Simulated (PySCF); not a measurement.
Te(OMe)2, C2H6O2Te, SMILES CO[Te]OC at its CAM-B3LYP/def2-SVP optimised geometry (Å):

```
11

Te    -1.7320    -1.8645     0.0000
O     -1.9972     0.0974     0.0000
C     -1.7529     0.8051    -1.1965
H     -2.3904     0.4591    -2.0296
H     -1.9804     1.8645    -1.0004
H     -0.6986     0.7284    -1.5126
O      0.2476    -1.8645     0.0000
C      0.9170    -1.5321     1.1972
H      0.6608    -2.2139     2.0277
H      1.9972    -1.6142     0.9998
H      0.6995    -0.4990     1.5179
```

Level of theory: CAM-B3LYP/def2-TZVP, def2 effective core potentials past Kr run with PySCF. The core electrons that the potentials of Te replace are not part of the density. Cells within 0.4 Å of a nucleus heavier than hydrogen are left out (blank, or x).

Map of the HOMO−1 amplitude (bohr^(-3/2)), clipped to [-0.25, 0.25] on the plane z = 0.0 Å; orbital energy -9.52 eV, overall sign arbitrary:

```
|4444444444444444444444444444444|
|4444444444444444444444444444444|
|4444444444444444444444444444444|
|4444444444444444444444444444444|
|4444444444444444444444444444444|
|4444444444444444444444444444444|
|4444444444444444444444444444444|
|4444444444444444444444444444444|
|4444444444444444444444444444444|
|4444444444444444444444444444444|
|4444444555554444444444444444444|
|4444445555555444444444444444444|
|4444445666655544444444444444444|
|4444444698765554444444444444444|
|4444332xx9765554444444444444444|
|4444320xx8765555544444444444444|
|4444320xx5555555555444444444444|
|4444332234555555555544444444444|
|4444433334455555555554444444444|
|4444444444445556666554444444444|
|4444444444444456887654444444444|
|44455555xx44444xxx7655444444444|
|44555554xxx4432xxx7554444444444|
|45555554xx54331xxx5554444444444|
|4555555555544321134444444444444|
|4555555555544332334444444444444|
|4555555555544433344444444444444|
|4455555555544444444444444444444|
|4445555555544444444444444444444|
|4444555555444444444444444444444|
|4444445544444444444444444444444|
```
Scale: ten equal steps from -0.233 (start of '0') to 0.250 (end of '9'), in the order '0123456789'; x runs from -4.00 to 4.00, y from -4.00 (bottom) to 4.00 (top).
